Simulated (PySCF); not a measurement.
sulfur monoxide (OS), triplet, geometry from GFN2-xTB; DF-CAMB3LYP/def2-TZVPD in PySCF.

PySCF was given this input:
```python
from pyscf import gto, scf, dft

mol = gto.Mole()
mol.atom = '''
    O    -0.00000000   -0.00000000   -0.97801093
    S     0.00000000    0.00000000    0.48900547
'''
mol.basis = 'def2-tzvpd'
mol.spin = 2
mol.verbose = 5
mol.build()

mf = dft.UKS(mol)
mf.xc = 'camb3lyp'
mf = mf.density_fit(auxbasis='def2-universal-jkfit')
mf.kernel()
mf.analyze()
```

Output, abridged:

```
PySCF version 2.14.0

[INPUT] verbose = 5
[INPUT] max_memory = 4000
[INPUT] num. atoms = 2
[INPUT] num. electrons = 24
[INPUT] charge = 0
[INPUT] spin (= nelec alpha-beta = 2S) = 2
[INPUT] symmetry False subgroup None
[INPUT] Mole.unit = angstrom
[INPUT] Symbol           X                Y                Z      unit          X                Y                Z       unit  Magmom
[...]
[INPUT] ---------------- BASIS SET ----------------
[INPUT] l, kappa, [nprim/nctr], expnt,             c_1 c_2 ...
[INPUT] O
[...]
                                4052.3871392      0.0016838662199
                                922.3272271       0.0087395616265
                                261.24070989      0.035239968808
                                85.354641351      0.11153519115
                                31.035035245      0.25588953961
[...]
                                4.9987076005      0.2462784943
[...]
                                14.627049379      0.041912575824
                                4.4501223456      0.16153841088
                                1.5275799647      0.35706951311
[...]
[INPUT] S
[...]
                                9102.6106854      0.0042297224557
                                2071.4166009      0.021747824159
                                586.02476821      0.085100053589
                                190.55395021      0.24799128459
                                67.63038426       0.46703640406
                                25.127306905      0.3643458755
[...]
                                34.795554217      0.09360230176
                                6.5115556215      -0.26068001422
[...]
                                1.5477160881      0.66036416584
[...]
                                133.42624379      0.01967793025
                                42.468271189      0.089980008258
                                15.61652758       0.25705880575
                                6.1093988469      0.43515167292
[...]
                                0.812                1
[...]
nuclear repulsion = 46.1717285490196
number of shells = 30
number of NR pGTOs = 127
number of NR cGTOs = 86
basis = def2-tzvpd
ecp = {}

******** <class 'pyscf.df.df_jk.DFUKS'> ********
method = DFUKS
initial guess = minao
damping factor = 0
level_shift factor = 0
DIIS = <class 'pyscf.scf.diis.CDIIS'>
diis_start_cycle = 1
diis_space = 8
diis_damp = 0
SCF conv_tol = 1e-09
SCF conv_tol_grad = None
SCF max_cycles = 50
direct_scf = False
number electrons alpha = 13  beta = 11
XC library pyscf.dft.libxc version 7.1.2
    S. Lehtola, C. Steigemann, M. J. T. Oliveira, and M. A. L. Marques,  SoftwareX 7, 1–5 (2018)
XC functionals = camb3lyp
    T. Yanai, D. P. Tew, and N. C. Handy,  Chem. Phys. Lett. 393, 51 (2004)
radial grids:
    Treutler-Ahlrichs [JCP 102, 346 (1995); DOI:10.1063/1.469408] (M4) radial grids

becke partition: Becke, JCP 88, 2547 (1988); DOI:10.1063/1.454033
pruning grids: <function nwchem_prune>
grids dens level: 3
symmetrized grids: False
atomic radii adjust function: <function treutler_atomic_radii_adjust>
small_rho_cutoff = 0
Set gradient conv threshold to 3.16228e-05
atom O rad-grids = 75, ang-grids = [ 50  50  50  50  50  50  50  50  50  50  50  50  50  50  50  50  50  50
  50  50  50  50  50  86  86  86  86  86  86  86  86  86 266 266 266 266
 266 266 266 302 302 302 302 302 302 302 302 302 302 302 302 302 302 302
 302 302 302 302 302 266 266 266 266 266 266 266 266 266 266 266 266 266
 266 266 266]
atom S rad-grids = 80, ang-grids = [ 50  50  50  50  50  50  50  50  50  50  50  50  50  50  50  50  50  50
  50  50  50  50  50  50  86  86  86  86  86  86  86  86  86  86  86  86
  86 350 350 350 350 350 350 350 350 350 434 434 434 434 434 434 434 434
 434 434 434 434 434 434 434 434 434 434 350 350 350 350 350 350 350 350
 350 350 350 350 350 350 350 350]
tot_boxes 891, boxes in each direction [7 7 9]
Padding 6 grids
tot grids = 32968
nelec by numeric integration = [11.99979067 11.99979067]
[...]
converged SCF energy = -473.402322052328  <S^2> = 2.0116676  2S+1 = 3.0077683
Total Energy =                        -473.402322052327747
[...]
1 S 5dyz        -0.00000
1 S 5dz^2        0.01563
1 S 5dxz        -0.00000
1 S 5dx2-y2      0.00000
1 S 4f-3        -0.00000
1 S 4f-2        -0.00000
1 S 4f-1        -0.00000
1 S 4f+0         0.01496
1 S 4f+1         0.00000
1 S 4f+2        -0.00000
1 S 4f+3        -0.00000

To work with the spin densities directly, `use mulliken_meta_spin()` only printing them here.

 ** Mulliken spin pop alpha/beta on meta-lowdin orthogonal AOs **
 ** Mulliken Spin Density (per AO)  **
spin_pop of  0 O 1s       -0.00001
spin_pop of  0 O 2s        0.01170
spin_pop of  0 O 3s       -0.00082
spin_pop of  0 O 4s       -0.00019
spin_pop of  0 O 5s       -0.00004
spin_pop of  0 O 6s       -0.00001
spin_pop of  0 O 2px       0.35744
spin_pop of  0 O 2py       0.35744
spin_pop of  0 O 2pz       0.00425
spin_pop of  0 O 3px       0.00384
spin_pop of  0 O 3py       0.00384
spin_pop of  0 O 3pz       0.00011
spin_pop of  0 O 4px       0.00008
spin_pop of  0 O 4py       0.00008
spin_pop of  0 O 4pz       0.00005
spin_pop of  0 O 5px       0.00027
spin_pop of  0 O 5py       0.00027
spin_pop of  0 O 5pz       0.00003
spin_pop of  0 O 3dxy      0.00000
spin_pop of  0 O 3dyz     -0.00075
spin_pop of  0 O 3dz^2     0.00011
spin_pop of  0 O 3dxz     -0.00075
spin_pop of  0 O 3dx2-y2    0.00000
spin_pop of  0 O 4dxy      0.00000
spin_pop of  0 O 4dyz     -0.00007
spin_pop of  0 O 4dz^2     0.00005
spin_pop of  0 O 4dxz     -0.00007
spin_pop of  0 O 4dx2-y2    0.00000
spin_pop of  0 O 5dxy      0.00000
spin_pop of  0 O 5dyz      0.00018
spin_pop of  0 O 5dz^2     0.00006
spin_pop of  0 O 5dxz      0.00018
spin_pop of  0 O 5dx2-y2    0.00000
spin_pop of  0 O 4f-3      0.00000
spin_pop of  0 O 4f-2      0.00000
spin_pop of  0 O 4f-1     -0.00004
spin_pop of  0 O 4f+0     -0.00008
spin_pop of  0 O 4f+1     -0.00004
spin_pop of  0 O 4f+2      0.00000
spin_pop of  0 O 4f+3      0.00000
spin_pop of  1 S 1s       -0.00000
spin_pop of  1 S 2s        0.00000
spin_pop of  1 S 3s        0.01165
spin_pop of  1 S 4s       -0.00044
spin_pop of  1 S 5s       -0.00002
spin_pop of  1 S 6s        0.00002
spin_pop of  1 S 2px       0.00007
spin_pop of  1 S 2py       0.00007
spin_pop of  1 S 2pz      -0.00000
spin_pop of  1 S 3px       0.63029
spin_pop of  1 S 3py       0.63029
spin_pop of  1 S 3pz      -0.02827
spin_pop of  1 S 4px       0.00216
spin_pop of  1 S 4py       0.00216
spin_pop of  1 S 4pz       0.00009
spin_pop of  1 S 5px       0.00003
spin_pop of  1 S 5py       0.00003
spin_pop of  1 S 5pz       0.00019
spin_pop of  1 S 6px       0.00007
spin_pop of  1 S 6py       0.00007
spin_pop of  1 S 6pz      -0.00002
spin_pop of  1 S 7px       0.00001
spin_pop of  1 S 7py       0.00001
spin_pop of  1 S 7pz       0.00000
spin_pop of  1 S 3dxy      0.00000
spin_pop of  1 S 3dyz      0.00568
spin_pop of  1 S 3dz^2     0.00162
spin_pop of  1 S 3dxz      0.00568
spin_pop of  1 S 3dx2-y2    0.00000
spin_pop of  1 S 4dxy      0.00000
spin_pop of  1 S 4dyz      0.00045
spin_pop of  1 S 4dz^2    -0.00010
spin_pop of  1 S 4dxz      0.00045
spin_pop of  1 S 4dx2-y2    0.00000
spin_pop of  1 S 5dxy      0.00000
spin_pop of  1 S 5dyz      0.00048
spin_pop of  1 S 5dz^2     0.00009
spin_pop of  1 S 5dxz      0.00048
spin_pop of  1 S 5dx2-y2    0.00000
spin_pop of  1 S 4f-3      0.00000
spin_pop of  1 S 4f-2      0.00000
spin_pop of  1 S 4f-1     -0.00020
spin_pop of  1 S 4f+0     -0.00003
spin_pop of  1 S 4f+1     -0.00020
spin_pop of  1 S 4f+2      0.00000
spin_pop of  1 S 4f+3      0.00000
 ** Mulliken Spin Density (per atom)  **
spin density of  0 O =      0.73713
spin density of  1 S =      1.26287
 ** Mulliken pop alpha/beta on meta-lowdin orthogonal AOs **
 ** Mulliken pop       alpha | beta **
In total            13.00000 | 11.00000
 ** Mulliken atomic charges   ( Nelec_alpha | Nelec_beta ) **
charge of  0O =     -0.53461  (     4.63587      3.89874 )
charge of  1S =      0.53461  (     8.36413      7.10126 )
Dipole moment(X, Y, Z, Debye): -0.00000,  0.00000,  1.58339
```
